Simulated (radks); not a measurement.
The nuclear charge of the titanium ion Ti2+ is varied continuously with 20 electrons held in [Ar] 3d2. Calculated with a radial shooting solver on a logarithmic mesh with Libxc functionals: non-relativistic Kohn-Sham, BLYP, spin-polarised, spherical densities, point nucleus; open shells are filled with parallel spins first. By the Hellmann-Feynman theorem dE/dZ = E(electron-nucleus)/Z, the electronic potential at the nucleus.

| Z | E (hartree) | E(electron-nucleus)/Z (hartree) | HOMO | e(HOMO) (eV) | <r> HOMO (bohr) |
|---|---|---|---|---|---|
| 21 | -760.38426 | -85.6154 | 3d | -7.395 | 1.940 |
| 21.2 | -777.61224 | -86.6637 | 3d | -9.574 | 1.790 |
| 21.4 | -795.04950 | -87.7083 | 3d | -11.987 | 1.670 |
| 21.6 | -812.69537 | -88.7500 | 3d | -14.614 | 1.571 |
| 21.8 | -830.54935 | -89.7895 | 3d | -17.439 | 1.488 |
| 22 | -848.61103 | -90.8271 | 3d | -20.449 | 1.418 |
| 22.2 | -866.88007 | -91.8631 | 3d | -23.635 | 1.356 |
| 22.4 | -885.35620 | -92.8980 | 3d | -26.987 | 1.302 |
| 22.6 | -904.03919 | -93.9317 | 3d | -30.502 | 1.253 |
| 22.8 | -922.92883 | -94.9646 | 3d | -34.172 | 1.210 |
| 23 | -942.02496 | -95.9966 | 3d | -37.994 | 1.170 |

The central difference of E at Z = 22 is -90.827 hartree, to compare with the third column; the second derivative is -5.18 hartree.
